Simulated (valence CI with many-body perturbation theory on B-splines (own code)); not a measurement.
Basis-set convergence for Ba43+

Computed by relativistic CI+MBPT: three valence electrons over a frozen Dirac-Fock core [Ne], a basis of 9 s, 9 p, 8 d, 6 f, 3 g, 1 h functions for each j, with the one-electron correlation potential Σ1, the two-electron term Σ2, the three-electron term Σ3, Breit, model QED; selected CI, second order for the rest, scaled by the run's own slope (own B-spline code, finite nucleus).

The last digits are not significant, and no measured levels were compared; by estimate large intervals hold to a few tenths of a per cent, small ones and those within an open d or f shell to about a per cent.

The reference run has the lowest level (3s^2 3p1/2) J=1/2 and an ionisation energy of 3364.14 eV. Its largest variational space holds 8500 state functions.

Levels are named by their leading jj configuration (3d3/2^4 stands for four electrons in 3d with j = 3/2), which in mixed levels can hold well under half, so a name can repeat and another be missing. Letters in brackets count levels of one name in rising energy.

Changed runs:
A. basis 6 s, 6 p, 5 d, 3 f, 1 g
B. basis 5 s, 5 p, 4 d, 2 f

Excitation energies of the reference run in cm⁻¹, and shifts in cm⁻¹:

```csv
Level,Reference,A,B
(3s^2 3p3/2) J=3/2,789430,-21,-46
(3s 3p1/2^2) J=1/2,866451,-26,-97
(3s 3p1/2 3p3/2) J=3/2 [a],1504590,-148,-459
(3s 3p1/2 3p3/2) J=5/2,1600200,-43,-128
(3s 3p1/2 3p3/2) J=3/2 [b],1729920,+23,+76
(3s 3p1/2 3p3/2) J=1/2,1795370,+69,+246
(3s^2 3d3/2) J=3/2,2101590,+274,+880
(3s^2 3d5/2) J=5/2,2195420,+64,+142
(3s 3p3/2^2) J=5/2,2425820,+128,+500
(3s 3p3/2^2) J=1/2,2588920,+115,+393
(3p1/2^2 3p3/2) J=3/2,2608150,-21,-87
(3s 3p3/2^2) J=3/2,2629500,+112,+434
Ionisation energy (eV),3364.14,-0.019,-0.06
```
